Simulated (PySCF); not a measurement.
C7H11NO.
SMILES: `C=C1CC[C@@H](NC=O)C1`

A linear-response calculation (PySCF, def2-SVPD basis, gas phase, vertical, core orbitals frozen in the response) gave these numbers; the functional is withheld.

Orbital energies (eV): HOMO-3 -9.26, HOMO-2 -7.49, HOMO-1 -7.24, HOMO -7.06, LUMO -0.50, LUMO+1 0.12, LUMO+2 0.33.

```
state  E (eV)       f  main configurations (H = HOMO, L = LUMO)
   S1    5.62  0.0017                H-1→L+2 (66%), H-1→L (27%)
   S2    5.97   0.071                    H→L (68%), H-2→L (23%)
   S3    6.27   0.013   H-1→L (62%), H-1→L+2 (20%), H→L+1 (10%)
   S4    6.30   0.027                               H→L+1 (85%)
   S5    6.50   0.091       H-2→L (51%), H→L (15%), H→L+2 (11%)
   S6    6.59   0.066                 H-1→L+1 (61%), H-2→L (9%)
```

Triplets, Tamm–Dancoff:

```json
{"state": "T1", "E (eV)": "4.16", "λ (nm)": "298.3", "main configurations (H = HOMO, L = LUMO)": "H→L (65%), H-2→L (20%)"}
{"state": "T2", "E (eV)": "5.13", "λ (nm)": "241.8", "main configurations (H = HOMO, L = LUMO)": "H-1→L+2 (71%), H-1→L (14%), H→L+2 (10%)"}
{"state": "T3", "E (eV)": "5.25", "λ (nm)": "236.2", "main configurations (H = HOMO, L = LUMO)": "H-2→L+2 (45%), H→L+2 (28%), H-2→L (11%)"}
{"state": "T4", "E (eV)": "6.06", "λ (nm)": "204.7", "main configurations (H = HOMO, L = LUMO)": "H-2→L (36%), H→L (23%), H-1→L (23%)"}
```

Vertical ionisation energy by ΔSCF with the same functional: 8.93 eV. Mean static polarisability: 94.6 au.

Task: Which of these was used?
A. PBE
B. HF
C. B3LYP
D. CAM-B3LYP

Result: C. B3LYP is a global hybrid with 20% exact exchange. In this run −ε(HOMO) = 7.06 eV differs from the ΔSCF value by -1.87 eV, and S1 differs from the orbital gap of 6.56 eV by -0.93 eV. The ratio −ε(HOMO)/IP is 0.79. Usual ranges for neutral molecules in this basis: 0.67 to 0.83 with B3LYP, 0.5 to 0.7 with PBE, 0.85 to 0.93 with CAM-B3LYP; with Hartree–Fock the ratio is 1 or more (Koopmans' value less the relaxation energy is the ΔSCF value). The other options: PBE, a GGA without exact exchange; HF, time-dependent Hartree–Fock, 100% exact exchange; CAM-B3LYP, range-separated, 19% exact exchange at short range and 65% at long range (ω = 0.33 bohr⁻¹).

Computed, not measured: TDDFT B3LYP/def2-SVPD, vertical, gas phase, core orbitals frozen in the response in PySCF. One conformer (not necessarily the lowest) at the PBE0-D3(BJ)/def2-SVP geometry, without solvent, vibrations or thermal averaging.

The run took 6.9 min of wall time on Arm Neoverse V1, one thread, on a shared host.
